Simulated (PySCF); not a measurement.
C4H7BO2S.
InChI=1S/C4H7BO2S/c1-4(8)5-6-2-3-7-5/h2-3H2,1H3

Torsions of this conformer, `[CH3:1][C:2](=[S:3])[B:4]1[O:5][CH2:6][CH2:7][O:8]1`: C1–C2–B4–O5 -15°.

The closed-shell ground state was solved at several levels (PySCF, density fitting, gas phase, non-relativistic). Isolated species at its PBE0-D3(BJ)/def2-SVP geometry (one conformer only).

```tsv
level	basis functions	total energy (Eh)	HOMO (eV)	LUMO (eV)	gap (eV)	dipole (D)
CAM-B3LYP/def2-SVPD	229	-729.7119	-7.54	-1.37	6.17	4.01
CAM-B3LYP/pcSseg-1	178	-730.0103	-7.46	-1.24	6.22	4.05
```

**Question.** Estimate the row for PBE0/pcSseg-1, a basis of 178 functions; the other rows only guide the guess.

**Answer.** Total energy -729.6258 Eh, HOMO -6.14 eV, LUMO -2.43 eV, gap 3.71 eV, dipole 4.02 D.

**Question.** Over all these levels, which gives the widest orbital gap and which the narrowest?

**Answer.** CAM-B3LYP/pcSseg-1 (range-separated hybrid) has the widest, 6.22 eV, and PBE0/pcSseg-1 (global hybrid, 25 % exact exchange) the narrowest, 3.71 eV. The two share the basis. From the narrowest to the widest the HOMO moves by -1.32 eV and the LUMO by +1.19 eV.

**Question.** How far do the dipole and the HOMO energy spread over the levels?

**Answer.** The dipole runs from 4.01 to 4.05 D (mean 4.03 D) and the HOMO from -7.54 to -6.14 eV.
